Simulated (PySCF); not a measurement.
Gas-phase equilibrium of 1 mol MgCl2, 0.2 mol H2O at 1800 K and 1.01 bar, among 19 species (ClO, O2, HCl, O, HO2, H2O, H, HOCl, H2O2, O3, MgCl2, H2, MgH2, MgCl, MgH, Cl, Cl2, Mg, OH). Only gases are allowed; each row takes one source of thermochemistry for all species, and Cantera finds the minimum.

Computed with PySCF and rigid-rotor harmonic-oscillator thermochemistry at 1 bar. † marks an energy on the PBE0/def2-TZVP geometry and frequencies. Open shells (unrestricted) among the columns below: O2 (multiplicity 3), MgCl (multiplicity 2), OH (multiplicity 2, electronic degeneracy 4); the rest are closed-shell singlets. Spin-orbit splitting is ignored; it lowers the true energy and changes the entropy of OH. The harmonic model lacks anharmonicity and excited electronic states, which grow with temperature; levels with a mode under 35 cm⁻¹ are left out. Soft modes under 120 cm⁻¹ make the harmonic entropy rough for MgCl2.

Molecules larger than those listed are left out. Table species left out: MgO, MgOH, Mg(OH)2, Mg2.

Mole fractions:

```csv
thermochemistry,x MgCl2,x H2O,x HCl,x MgCl,x O2,x H2,x Mg,x OH
PBE/def2-TZVP†,0.82,0.16,0.0098,0.0060,0.0032,0.0016,0.0019,0.00013
PBE0/def2-QZVP†,0.82,0.16,0.0060,0.0044,0.0016,0.00045,0.00083,0.00035
r2SCAN/def2-TZVP†,0.82,0.16,0.0055,0.0048,0.0023,0.0019,0.00037,0.00040
LDA/def2-TZVP†,0.83,0.16,0.0056,0.0035,0.0015,0.00026,0.0010,7.3e-6
ωB97X-V/def2-TZVP†,0.83,0.16,0.0047,0.0027,0.0018,0.0014,0.0010,0.00031
```
The most sensitive of these is OH: it spans a factor of 10^1.7 over these rows; at this temperature one factor of ten is RT ln 10 = 34 kJ/mol.
